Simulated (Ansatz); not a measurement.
The cluster Na8H7⁺. Total charge 1; singlet. Geometry PBE0-D4/def2-SVP, basis def2-TZVP, Ansatz.

| atom | x (Å) | y (Å) | z (Å) |
| --- | --- | --- | --- |
| Na1 | -1.4542 | 1.5237 | -1.8135 |
| Na2 | 0.0462 | 2.4653 | 1.7841 |
| Na3 | 0.9566 | -4.0870 | -0.7198 |
| Na4 | 2.0094 | -2.0447 | 2.5169 |
| Na5 | -0.9555 | -2.3299 | -3.3108 |
| Na6 | 0.0480 | -0.7584 | -0.3264 |
| Na7 | 2.0002 | 1.1719 | 4.5442 |
| Na8 | -3.2664 | 4.6163 | -3.5546 |
| H9 | 2.3507 | -0.7367 | 3.9541 |
| H10 | -2.3922 | 3.1474 | -2.6874 |
| H11 | -0.9978 | -0.5504 | -2.2572 |
| H12 | 0.9532 | 2.6007 | 3.5558 |
| H13 | -0.4162 | 1.3114 | 0.1274 |
| H14 | -0.0084 | -3.8808 | -2.4472 |
| H15 | 1.1262 | -2.4488 | 0.6344 |

```tsv
run	HOMO (eV)	LUMO (eV)
A	-7.75	-3.73
B	-6.82	-3.42
C	-7.35	-4.04
D	-9.90	-2.97
E	-9.14	-3.28
F	-6.70	-4.35
```

HSE06 is defined as in plane-wave codes, on full-range PBE exchange. Another isomer (singlet) lies 0.90 eV lower at PBE0-D4/def2-TZVP; other spin states weren't run for this one.

Q: The runs used CAM-B3LYP, HSE06, PBE, PBE0, r2SCAN, ωB97M-V. Estimate which is which.

A: A PBE0 (25 % exact exchange); B r2SCAN (0 % exact exchange); C HSE06 (range-separated); D ωB97M-V (range-separated); E CAM-B3LYP (range-separated); F PBE (0 % exact exchange). Exact exchange lowers occupied and raises empty levels; among semilocal functionals meta-GGAs tend to open the gap a little, and such runs are hard to tell apart. The gap grows from 2.36 eV (PBE) to 6.93 eV (ωB97M-V).
